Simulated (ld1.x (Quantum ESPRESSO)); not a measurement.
**What one change does to a pseudopotential (Hf, TM)**

* Element: Hf
* Generator: ld1.x (Quantum ESPRESSO) 7.5
* Type: norm-conserving Troullier–Martins (Kleinman–Bylander form)
* Functional: LDA (PZ)
* Relativity: scalar-relativistic
* Frozen core: [Xe] 4f14
* Valence charge: 4
* Reference configuration: 5d2 6s1.5 6p0.5
* Partial waves: 6s (bound): rc 2.75 bohr; 6p (bound): rc 3.40 bohr; 5d (bound): rc 3.05 bohr
* Local potential: the d channel
* Core correction: a·sin(br)/r model core, default radius (core density twice the valence density)

Change: wave 6s (bound): rc 2.75 bohr becomes 6s (bound): rc 1.80 bohr.

Cutoffs: the cutoffs (Ry, on a coarse ladder) from which the occupation-weighted sum of valence levels, in a spherical-Bessel basis at the reference potential, stays within 10 and 1 mRy of its value at 400 Ry; they do not see the model core or the augmentation charge, which bear on the density cutoff. Errors are all-electron minus pseudo energies relative to the spin-unpolarised reference configuration.

Q: How do hardness, ghosts and transferability respond?

A: The potential gets harder (18 Ry and 21 Ry → 60 Ry and 80 Ry); both files keep a bound ghost (s); of the 9 tests that both files solve, the error grows in 4 and shrinks in 0 by more than 15 % and 0.3 meV (median size 23.8 → 28.5 meV). A smaller radius makes the pseudo-wave follow the all-electron one further in, where it bends more sharply, so more plane waves are needed. That the errors move this way runs against the usual rule that smaller radii transfer better.

```tsv
quantity	base	changed
cutoff, loose	18 Ry	60 Ry
cutoff, tight	21 Ry	80 Ry
loose cutoff by channel (10 mRy a level)	s 6 Ry, p 6 Ry, d 18 Ry	s 55 Ry, p 6 Ry, d 18 Ry
bound ghosts	s	s
error for 5d2 6s2 6p0, meV [ΔE -1.93 eV]	-0.5	-3.7
error for 5d2 6s1 6p0, meV [ΔE 6.27 eV]	-5.0	-5.7
error for 5d2 6s0 6p0, meV [ΔE 20.77 eV]	-32	-32
error for 5d2 6s1 6p1, meV [ΔE 1.99 eV]	-1.3	-3.4
error for 5d3 6s1 6p0, meV [ΔE 0.66 eV]	-35	-31
error for 5d1 6s2 6p1, meV [ΔE 0.16 eV]	-24	-28
error for 5d2 6s0 6p2, meV [ΔE 6.15 eV]	+0.7	-9.6
error for 5d2 6s1.5 6p0.5 (spin-polarised), meV [ΔE -0.82 eV]	+102	+94
error for 5d2 6s2 6p0 (spin-polarised), meV [ΔE -2.37 eV]	+79	+74
s: phases at 3.69 bohr within 0.05 rad from the reference energy up to (Ry; the scan ends near 5)	1.8	n/a
p: phases at 3.69 bohr within 0.05 rad from the reference energy up to (Ry; the scan ends near 5)	0.0	0.0
d: phases at 3.69 bohr within 0.05 rad from the reference energy up to (Ry; the scan ends near 5)	0.8	0.8
```

 A true bound ghost makes a file unfit for plane-wave use even where its test errors are small: the radial tests pick states by their node count and pass the ghost by.
